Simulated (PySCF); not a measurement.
Ga(H)2(OEt) (C2H7GaO), SMILES CC[O][GaH2]. Atoms are numbered in the order given.

```xyz
11

Ga    -0.1236    -1.0885     0.0000
H      0.7343    -2.3882     0.0000
H     -1.6807    -0.9465     0.0000
O      0.9207     0.3627     0.0000
C      0.6396     1.7454     0.0000
C     -0.8380     2.1131     0.0000
H      1.1293     2.1922     0.8859
H      1.1293     2.1922    -0.8859
H     -1.3503     1.7161     0.8919
H     -0.9565     3.2087     0.0000
H     -1.3503     1.7161    -0.8919
```
Charge 0, spin multiplicity 1.

The structure is a stationary point at TPSSh-D3(BJ)/def2-SVP. One conformer was computed; it need not be the lowest.

The numbers are results of HF/def2-TZVP run with PySCF, not measurements.

Gas-phase values at a fixed geometry.

```
Item                                                                                                           Result
---------------------------------------------------------------------------------------------  ----------------------
total energy                                                                                      -2077.98488 hartree
point group                                                                                                        Cs
highest occupied level                                                                                      -11.32 eV
lowest empty level                                                                                            1.53 eV
orbital gap                                                                                                  12.85 eV
dipole moment                                                                                                  1.35 D
quadrupole, principal values (traceless, Buckingham form, about the centre of nuclear charge)   -6.92, 1.70, 5.22 D·Å
mean static polarisability                                                                       52.1 bohr³ (7.73 Å³)
polarisability, principal values                                                               43.0, 52.3, 61.2 bohr³
```
